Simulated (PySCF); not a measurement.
Se(I)(OMe) (CH3IOSe), SMILES O(C)[Se]I. Geometry: B3LYP-D3(BJ)/def2-SVP. The def2 effective core potentials stand for the cores of I; spin–orbit coupling is left out. The values are those of a single conformer.

The numbers are results of PySCF with B3LYP-D3(BJ)/def2-SVP, not measurements.

Harmonic wavenumbers (cm⁻¹): 88, 137, 208, 248, 328, 608, 1050, 1163, 1179, 1445, 1452, 1474, 3004, 3088, 3126. Rotational constants (GHz): 4.524, 1.077, 0.8968; symmetry number 1.

Task: Work out the zero-point energy and the ideal-gas rigid-rotor harmonic-oscillator thermochemistry at 298.15 K and 1 atm.

Result: ZPE = ½ Σ hcν = ½ × 18596 cm⁻¹ = 26.58 kcal/mol. H − E(el) = 30.89 kcal/mol. Entropy in cal/(mol K): translation 42.29, rotation 28.69, vibration 12.29, total 83.27. G − E(el) = 6.07 kcal/mol. Cp = 19.09 cal/(mol K). Modes under 150 cm⁻¹ make the vibrational entropy uncertain.
